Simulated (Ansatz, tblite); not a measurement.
Forces on the cluster Li19⁺ at its PBE/def2-SVP geometry. Charge 1, multiplicity 1.

The xTB rows come from tblite. The restricted singlet is unstable towards broken spin symmetry in Hartree–Fock (as tested in another run); at PBE/def2-TZVP this wasn't settled. The structure comes from a short search, and lower isomers may exist.

GFN1-xTB (tblite), largest force 0.47 eV/Å:

```xyz
19
positions Å, forces eV/Å
Li   -1.138   -3.819   -0.913    0.088    0.195    0.032
Li   -0.570    3.072    1.694    0.019   -0.127   -0.041
Li    2.363   -1.031    1.534    0.021    0.016   -0.015
Li    2.108   -3.473   -0.448   -0.131    0.172    0.001
Li   -0.262    0.258    1.623   -0.074    0.074    0.461
Li   -0.080   -2.523    2.437    0.004    0.086   -0.093
Li   -2.658    1.393    0.345   -0.010   -0.025   -0.012
Li    1.035    0.782    3.905   -0.065   -0.030   -0.198
Li    1.587    3.373   -1.737   -0.103   -0.192    0.058
Li    2.110    1.903    1.027    0.018   -0.022   -0.008
Li   -2.223    0.427    3.438    0.123   -0.009   -0.171
Li   -2.433   -1.545    0.847   -0.018    0.012   -0.021
Li    0.401    1.094   -3.608   -0.025    0.000    0.172
Li   -1.846   -0.502   -2.123   -0.051    0.001   -0.020
Li    0.219   -1.529   -0.402    0.064   -0.446   -0.118
Li   -1.692    3.029   -2.200    0.119   -0.168    0.089
Li    0.665   -2.200   -3.015   -0.029    0.062    0.154
Li   -0.011    1.341   -0.894   -0.003    0.390   -0.265
Li    2.427   -0.050   -1.512    0.053    0.012   -0.005
```

GFN2-xTB (tblite), largest force 0.41 eV/Å:

```
Li 0.142 0.317 0.029
Li 0.057 -0.318 -0.159
Li -0.149 0.119 -0.165
Li -0.206 0.280 -0.021
Li 0.062 -0.097 -0.357
Li 0.012 0.241 -0.261
Li 0.190 -0.171 -0.061
Li -0.072 -0.056 -0.363
Li -0.157 -0.314 0.067
Li -0.126 -0.206 -0.105
Li 0.181 -0.028 -0.328
Li 0.161 0.152 -0.121
Li -0.037 -0.081 0.316
Li 0.124 0.079 0.382
Li -0.036 0.039 0.221
Li 0.191 -0.276 0.115
Li -0.060 0.195 0.276
Li -0.039 0.087 0.205
Li -0.238 0.040 0.330
```

PBE/def2-TZVP (Ansatz), largest force 0.07 eV/Å:

```
Li 0.018 0.033 0.007
Li 0.007 -0.040 -0.025
Li -0.061 0.010 -0.024
Li -0.026 0.028 0.002
Li 0.002 -0.002 -0.011
Li 0.000 0.036 -0.031
Li 0.063 -0.016 -0.002
Li -0.017 -0.009 -0.034
Li -0.022 -0.029 0.014
Li -0.055 -0.029 -0.018
Li 0.028 -0.002 -0.027
Li 0.061 0.022 -0.007
Li -0.006 -0.006 0.043
Li 0.047 0.009 0.033
Li -0.001 0.011 0.002
Li 0.021 -0.024 0.020
Li -0.007 0.021 0.036
Li 0.000 -0.010 0.004
Li -0.054 -0.002 0.018
```
